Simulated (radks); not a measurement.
Task: Species: Xe3+. Configuration: [Kr] 4d10 5s2 5p3. Method: Dirac Kohn-Sham, PBEsol, spin-unpolarised, spherical densities, finite nucleus; open shells fill j = l - 1/2 first; Fermi nuclear charge, rms radius 4.7859 fm; computed with a radial shooting solver on a logarithmic mesh with Libxc functionals. Some entries of the table are withheld. Estimate them.

orbital,occ.,eigenvalue (eV),r(max) (bohr),<r> (bohr)
1s1/2,2,-34361.53,0.01716,0.02667
2s1/2,2,-5374.708,0.09714,0.1142
2p1/2,2,-5052.542,0.07439,0.09623
2p3/2,4,-4728.145,0.07928,0.1020
3s1/2,2,-1125.904,0.2793,0.3062
3p1/2,2,-991.9061,0.2657,0.2963
3p3/2,4,-930.2958,0.2765,0.3080
3d3/2,4,-694.2111,0.2241,(1)
3d5/2,6,-681.1840,0.2272,(2)
4s1/2,2,-230.3240,0.6612,0.7165
4p1/2,2,-182.8526,0.6769,(3)
4p3/2,4,-170.5046,0.7012,(4)
4d3/2,4,-93.6256,0.7431,0.8670
4d5/2,6,-91.6230,0.7515,0.8777
5s1/2,2,-50.0875,1.583,1.747
5p1/2,2,-37.9993,1.752,1.961
5p3/2,1,-36.2849,1.817,2.030

Result: 
(1) 3d3/2 <r> (bohr): 0.2788
(2) 3d5/2 <r> (bohr): 0.2825
(3) 4p1/2 <r> (bohr): 0.7453
(4) 4p3/2 <r> (bohr): 0.7732
